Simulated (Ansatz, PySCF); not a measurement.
Gas-phase reaction in SMILES: CCCC → 2 [CH2]C (the C-C bond at the site shown breaks; other sites are not compared here)
Structures are relaxed separately at B3LYP-D3(BJ)/def2-TZVP in Ansatz (a first-principles code), one conformer each, not searched for the lowest.

Quantity: bond dissociation energy (enthalpy at 298 K, with B3LYP-D3(BJ) rigid-rotor harmonic-oscillator terms from PySCF), in kcal/mol. Correlated levels leave the core frozen unless marked. Open shells are spin-unrestricted. Spin-orbit coupling is left out. No relativistic terms. CBS(X,Y): correlation extrapolated as X^-3; Hartree-Fock from the larger set. The bracket is a focal-point correction in the basis named.

RI-MP2/CBS(cc-pVTZ,cc-pVQZ)+[CCSD(T)-MP2]/cc-pVTZ (Ansatz) gives 88.7 kcal/mol.

Problem. Another calculation gave 77.7 kcal/mol. Which level was it?
A. wB97X-V/def2-TZVPD (Ansatz)
B. B2PLYP/def2-TZVPD (Ansatz)
C. HF/def2-TZVPD (PySCF)
D. BHLYP/def2-TZVPD (Ansatz)

Solution. D, BHLYP/def2-TZVPD (Ansatz). The others give 82.9 (B2PLYP), 87.8 (wB97X-V), 55.9 (HF) kcal/mol.
